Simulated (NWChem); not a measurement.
System: C$_{4}$H$_{5}$F; SMILES C#C[C@H](C)F

Program: NWChem. Pople sets run with spherical d functions. Structure relaxed at the B3LYP/6-31G* (spherical d) level. Level: B3LYP/6-31G* with SMD (1 M gas to 1 M solution), gas-phase geometry.

For solvent water:

```yaml
solvation free energy (kcal/mol): -0.7
cavity-dispersion-structure term (kcal/mol): 4.7
dipole in solution (D): 2.14
```

Q: How do the values read with solvent toluene instead?

A: 
| Quantity | Value |
|---|---|
| solvation free energy (kcal/mol) | -3.4 |
| cavity-dispersion-structure term (kcal/mol) | -0.4 |
| dipole in solution (D) | 1.95 |
